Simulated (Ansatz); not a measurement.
Calculated with Ansatz (gas phase, PBE0-D4/def2-TZVP geometries, no zero-point term in ΔE). CCSD(T)/CBS is the MP2 limit (def2-TZVPP, def2-QZVPP) plus CCSD(T) − MP2 in def2-TZVPP, frozen cores. This one scheme is used for every species, atoms too. DFT in def2-TZVPP. B3LYP here is the variant with VWN-RPA as its local correlation; programs differ in this. No spin–orbit coupling; open shells (•) take unrestricted orbitals. Spin–orbit coupling would lower the free atoms: a little for Al, C, Cl, S. Each species was taken in one conformer, which may not be the lowest.

Consider the atomization: `N=[CH][Al]([SH])[Cl]` → Al• + C• + Cl• + 3 H• + N• + S•.

`N=[CH][Al]([SH])[Cl]`:

```xyz
8

N    -1.368    1.367    0.889
C    -0.242    1.372    0.294
Al    0.624   -0.269   -0.361
S    -0.458   -2.124   -0.025
Cl    2.477   -0.283   -1.332
H    -1.756    0.424    0.980
H     0.215    2.362    0.172
H     0.508   -2.848   -0.617
```

| species | B3LYP energy (Eh) |
| --- | --- |
| `N=[CH][Al]([SH])[Cl]` | -1195.70594 |
| Al• | -242.38761 |
| C• | -37.85948 |
| Cl• | -460.16701 |
| H• | -0.50215 |
| N• | -54.60397 |
| S• | -398.13240 |

Work out ΔE.

ΔE = 3 × (-0.50215) + (-242.38761) + (-37.85948) + (-460.16701) + (-54.60397) + (-398.13240) − (-1195.70594) = 1.04902 Eh = +2754.2 kJ/mol. CCSD(T)/CBS gives +2798.8 kJ/mol.

Largest T1 diagnostic among the species: 0.018.

In def2-TZVPP, CCSD(T) changes the Hartree–Fock value by +770.7 kJ/mol (the triples alone add +61.3 kJ/mol) and MP2 by +840.8 kJ/mol; breaking electron pairs costs correlation energy, which Hartree–Fock lacks. From r2SCAN to r2SCAN0 (25 % exact exchange), in def2-TZVPP and without D4, ΔE moves by −65.8 kJ/mol: exact exchange takes away binding that semilocal exchange gives to molecules. At CCSD(T), def2-SVP lies −206.2 kJ/mol from the extrapolated value and def2-TZVPP −96.3 kJ/mol: correlation converges slowly with the basis, and small sets miss more of it in the bonded molecule than in its fragments.

For atomizations the MP2-based limit and the directly extrapolated one differ by several kJ/mol either way, and by 10 to 25 for some Ge, Se and Sn compounds, so smaller differences from it don't rank the levels.
